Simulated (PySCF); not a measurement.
Radial density of Te⁺ (tellurium, charge +1)

UHF, [Kr] 4d10 5s2 5p3, high-spin 4S determinant. Computed with PySCF 2.14 in aug-cc-pwCVDZ-PP with ECP28MDF (6s5p4d1f, 48 functions), with a scalar-relativistic core potential. This is the valence pseudo-density: the core potential removes the inner electrons and smooths the orbitals near the nucleus.

```tsv
r (bohr)	4πr²ρ (e/bohr)	4πr²(ρα − ρβ)
0.00207	1.900e-05	0.0000
0.00348	5.301e-05	0.0000
0.00586	0.0001444	0.0000
0.00986	0.0003681	0.0000
0.0166	0.0008018	0.0000
0.0279	0.001337	0.0000
0.0469	0.001868	0.0000
0.0789	0.003050	0.0000
0.133	0.02000	0.0001
0.223	0.2510	0.0017
0.375	3.981	0.0491
0.632	23.56	0.2608
1.06	15.39	-0.0111
1.79	4.010	1.4090
3.01	1.283	0.9045
5.06	0.07647	0.0679
8.50	5.246e-05	0.0001
```

Energies and moments cover only the electrons outside the core potential.

**Question.** Where is the radial spin density 4πr²(ρα − ρβ) most negative, and why is it negative at all?

**Answer.** Around r = 1.06 bohr, down to -0.0111 e/bohr: exchange with the open shell polarises the paired shells in an unrestricted calculation.
